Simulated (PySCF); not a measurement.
**A search over the determinants of SbH**

Unrestricted PBE0; PySCF, scalar-relativistic core potentials, basis sets Sb cc-pVTZ-PP with ECP28, H cc-pVTZ. Outer shells of the fragments: Sb 4d10 5s2 5p3; H 1s1.

Followed along the bond (rough minima from three points):

```csv
2Ms+1,unpaired,⟨S²⟩ at the start,R at minimum (Å),Te (eV)
3,π ↑↑,2.01,1.72,0.00
1,π ↑↓,1.01,1.72,0.32
1,none,0.00,1.72,1.29
5,"σ ↑↑, π ↑↑",6.00,none in the scan,≤ 5.06
```

Solutions found at the starting distance of 1.685 Å, counted from the lowest of them; the search is not exhaustive and high or unbound solutions are not listed, so other states can lie among these:

```tsv
2Ms+1	unpaired	term	E (eV)	⟨S²⟩	⟨Lz²⟩	μ (D)
3	π ↑↑	³Σ⁻	0.00	2.01	0.00	-0.12
1	π ↑↓	mixed	0.32	1.01	2.02	-0.12
1	none	mixed	1.28	0.00	2.01	-0.10
3	σ ↑, π ↑	³Π	3.57	2.01	1.01	0.56
1	σ ↓, π ↑	mixed	3.85	1.02	1.01	0.65
3	σ ↑, π ↑	³Π	5.07	2.01	1.01	-0.22
1	σ ↓, π ↑	mixed	5.29	1.01	1.01	-0.15
5	σ ↑↑, π ↑↑	⁵Σ⁻	5.78	6.00	0.00	0.50
3	σ ↑↑, π ↑↓	mixed	6.63	3.01	2.03	0.63
1	σ ↓↓, π ↑↑	mixed	6.86	2.00	0.00	0.70
```

A term symbol is given only where ⟨S²⟩ and ⟨Lz²⟩ are close to those of a pure state; real π, δ and φ orbitals otherwise mix terms. A positive dipole means Sb(−)H(+).

Spin–orbit coupling is left out. Counting both spins, an empty level lies below a filled one in some of these solutions, because spin and occupation are held.
